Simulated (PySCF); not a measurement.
SnHF, SMILES [F][SnH] (connectivity only; charge and spin as stated), neutral, multiplicity 1. Atoms are numbered in the order given.

```xyz
3

Sn     0.0375     0.2891     0.0000
H     -1.7410     0.4391     0.0000
F     -0.0149    -1.6549     0.0000
```
Charge 0, spin multiplicity 1.

Coordinates come from a PBE0-D3(BJ)/def2-TZVP optimisation. The def2 effective core potentials stand for the cores of Sn; spin–orbit coupling is left out.

Method: HF/def2-TZVPD (PySCF).

Symmetry labels are those of the subgroup Cs that the program uses (full group Cs).

Computed valence orbital energies around the gap with their symmetry:
```
orbital  symmetry  energy (eV)
-------  --------  -----------
HOMO−7         A"       -36.41
HOMO−6         A'       -36.19
HOMO−5         A'       -36.06
HOMO−4         A'       -18.04
HOMO−3         A'       -16.06
HOMO−2         A"       -15.81
HOMO−1         A'       -14.00
HOMO           A'        -9.42
LUMO           A"        -0.26
LUMO+1         A'         1.47
LUMO+2         A'         1.69
LUMO+3         A'         2.67
```
